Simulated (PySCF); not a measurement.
Compound: C₄H₆NOS (doublet state).
Geometry (GFN2-xTB, Å), atoms numbered from 1 in this order:
```
atom  x, y, z in Å
C1    -1.462    0.911   -0.241
S2    -1.277   -0.790    0.446
O3    -1.596   -1.703   -0.642
C4     0.697   -0.825    0.616
C5     1.338   -0.552   -0.633
C6     1.691    0.721   -1.009
N7     1.999    1.798   -1.305
H8    -2.120    1.460    0.424
H9    -0.508    1.421   -0.318
H10   -1.914    0.819   -1.223
H11    0.860   -0.081    1.391
H12    0.843   -1.839    0.978
H13    1.446   -1.340   -1.363
```

The hyperfine couplings belong to this conformer and change with its torsions.

The species is `C[S@@](=O)C[CH]C#N` [radical].

Computed, not measured: UKS B3LYP, pcH-1 on C H N O S, non-relativistic, mean-field spin-orbit, GIAO (PySCF). One conformer (not necessarily the lowest) at the GFN2-xTB geometry, without solvent, vibrations or thermal averaging. GFN2-xTB frequencies show an imaginary mode (125i cm⁻¹), so this geometry is no minimum at that level. The geometry wasn't refined by DFT: couplings that depend on bond lengths, twists or pyramidal angles can differ widely from those at the functional's own minimum. The SCF solution wasn't tested for stability.

The largest Mulliken spin populations are on C5 (+0.70), N7 (+0.33), C6 (-0.17) and S2 (+0.15). The positive populations add up to 1.32 and the negative ones to -0.32, together 2S = 1. The angles at C5 add up to 359.6°, so it is planar; its axial dipolar tensor and the negative coupling of its proton fit spin in a p orbital normal to that plane.

(1) Find Q in a(H) = Q·ρ(C) for the protons on the planar carbons that carry spin.

## Answers

(1) 
```csv
H,C,ρ(C),a(H) (G),a/ρ (G)
H13,C5,+0.703,-16.66,-23.7
```

One proton gives one ratio, Q = -23.7 G, and no test of linearity. In McConnell's picture π spin on carbon polarises the C–H bond and leaves opposite spin at the proton, which makes Q negative, as found here.

Couplings in gauss use g_iso = 2.0050.
